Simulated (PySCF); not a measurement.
Compound: C7H4F3N.
Bonds: F1–C2, C2–F3, C2–C4 (double), C4–F5, C4–C6, C6–C7 (aromatic), C7–C8 (aromatic), C8–C9 (aromatic), C9–C10 (aromatic), C10–N11 (aromatic), C6–N11 (aromatic). Hydrogens: H12 on C7; H13 on C8; H14 on C9; H15 on C10.

The same species was optimised twice, with GFN2-xTB and with PBE0-D3(BJ)/def2-SVP (PySCF), and the same property calculations (PySCF, gas phase) were run on both structures.

```json
{"coordinate": "C2–F3 (Å)", "GFN2-xTB": "1.316", "PBE0-D3(BJ)/def2-SVP": "1.297", "change": "-0.019"}
{"coordinate": "F1–C2 (Å)", "GFN2-xTB": "1.325", "PBE0-D3(BJ)/def2-SVP": "1.307", "change": "-0.018"}
{"coordinate": "C4–F5 (Å)", "GFN2-xTB": "1.350", "PBE0-D3(BJ)/def2-SVP": "1.339", "change": "-0.011"}
{"coordinate": "C10–N11 (Å)", "GFN2-xTB": "1.317", "PBE0-D3(BJ)/def2-SVP": "1.326", "change": "+0.009"}
{"coordinate": "C6–C7 (Å)", "GFN2-xTB": "1.396", "PBE0-D3(BJ)/def2-SVP": "1.403", "change": "+0.007"}
{"coordinate": "C8–C9 (Å)", "GFN2-xTB": "1.386", "PBE0-D3(BJ)/def2-SVP": "1.392", "change": "+0.006"}
{"coordinate": "C9–C10 (Å)", "GFN2-xTB": "1.389", "PBE0-D3(BJ)/def2-SVP": "1.396", "change": "+0.007"}
{"coordinate": "C2=C4 (Å)", "GFN2-xTB": "1.336", "PBE0-D3(BJ)/def2-SVP": "1.343", "change": "+0.007"}
{"coordinate": "C7–C8 (Å)", "GFN2-xTB": "1.384", "PBE0-D3(BJ)/def2-SVP": "1.390", "change": "+0.006"}
{"coordinate": "C6–N11 (Å)", "GFN2-xTB": "1.331", "PBE0-D3(BJ)/def2-SVP": "1.336", "change": "+0.005"}
{"coordinate": "C4–C6 (Å)", "GFN2-xTB": "1.460", "PBE0-D3(BJ)/def2-SVP": "1.462", "change": "+0.002"}
{"coordinate": "F1–C2–C4 (°)", "GFN2-xTB": "124.0", "PBE0-D3(BJ)/def2-SVP": "122.0", "change": "-2.0"}
{"coordinate": "F1–C2–F3 (°)", "GFN2-xTB": "110.5", "PBE0-D3(BJ)/def2-SVP": "112.1", "change": "+1.6"}
{"coordinate": "C4–C6–C7 (°)", "GFN2-xTB": "120.4", "PBE0-D3(BJ)/def2-SVP": "119.1", "change": "-1.3"}
{"coordinate": "C4–C6–N11 (°)", "GFN2-xTB": "116.8", "PBE0-D3(BJ)/def2-SVP": "118.1", "change": "+1.3"}
{"coordinate": "C2–C4–C6 (°)", "GFN2-xTB": "126.8", "PBE0-D3(BJ)/def2-SVP": "127.9", "change": "+1.1"}
{"coordinate": "C2–C4–F5 (°)", "GFN2-xTB": "117.0", "PBE0-D3(BJ)/def2-SVP": "116.2", "change": "-0.8"}
{"coordinate": "F5–C4–C6 (°)", "GFN2-xTB": "116.2", "PBE0-D3(BJ)/def2-SVP": "115.8", "change": "-0.4"}
{"coordinate": "F3–C2–C4 (°)", "GFN2-xTB": "125.5", "PBE0-D3(BJ)/def2-SVP": "125.8", "change": "+0.3"}
{"coordinate": "C2–C4–C6–C7 (°)", "GFN2-xTB": "180", "PBE0-D3(BJ)/def2-SVP": "-179", "change": "+1"}
```

Rotational constants: A = 2453, B = 740.3, C = 568.7 MHz (GFN2-xTB) against A = 2478, B = 731.8, C = 565.0 MHz (PBE0-D3(BJ)/def2-SVP).

On the GFN2-xTB structure: HOMO (eV) -6.95 [PBE0/pcSseg-1]; LUMO (eV) -1.50 [PBE0/pcSseg-1]; dipole (D) 3.03 [PBE0/pcSseg-1]; GIAO shielding of F1 (ppm) 262.2 [PBE0/pcSseg-1]; GIAO shielding of C2 (ppm) 16.8 [PBE0/pcSseg-1]; GIAO shielding of F3 (ppm) 267.1 [PBE0/pcSseg-1]; GIAO shielding of C4 (ppm) 48.5 [PBE0/pcSseg-1]; GIAO shielding of F5 (ppm) 378.5 [PBE0/pcSseg-1]; GIAO shielding of C6 (ppm) 31.8 [PBE0/pcSseg-1]; GIAO shielding of C7 (ppm) 63.6 [PBE0/pcSseg-1]; GIAO shielding of C8 (ppm) 44.3 [PBE0/pcSseg-1].

Problem. What do these properties become on the PBE0-D3(BJ)/def2-SVP structure?

Solution. 
```csv
property,level,on GFN2-xTB,on PBE0-D3(BJ)/def2-SVP,change
HOMO (eV),PBE0/pcSseg-1,-6.95,-6.84,+0.11
LUMO (eV),PBE0/pcSseg-1,-1.50,-1.48,+0.02
dipole (D),PBE0/pcSseg-1,3.03,2.76,-0.27
"energy, GFN2-xTB geometry as zero (kcal/mol)",PBE0/pcSseg-1,0.0,-0.6,-0.6
GIAO shielding of F1 (ppm),PBE0/pcSseg-1,262.2,268.0,+5.8
GIAO shielding of C2 (ppm),PBE0/pcSseg-1,16.8,20.1,+3.3
GIAO shielding of F3 (ppm),PBE0/pcSseg-1,267.1,274.6,+7.5
GIAO shielding of C4 (ppm),PBE0/pcSseg-1,48.5,49.7,+1.2
GIAO shielding of F5 (ppm),PBE0/pcSseg-1,378.5,379.8,+1.3
GIAO shielding of C6 (ppm),PBE0/pcSseg-1,31.8,30.1,-1.7
GIAO shielding of C7 (ppm),PBE0/pcSseg-1,63.6,61.7,-1.9
GIAO shielding of C8 (ppm),PBE0/pcSseg-1,44.3,42.6,-1.7
```

The heavy atoms differ by 0.040 Å rms after alignment. Among bonds between heavy atoms F1–C2 and C2–F3 change most and about equally (-0.019 to -0.018 Å). Changes are differences of the printed values. Neither structure is proved a minimum here.

The values belong to the conformer `[F:1][C:2]([F:3])=[C:4]([F:5])[c:6]1[cH:7][cH:8][cH:9][cH:10][n:11]1`: C2–C4–C6–C7 -179°.
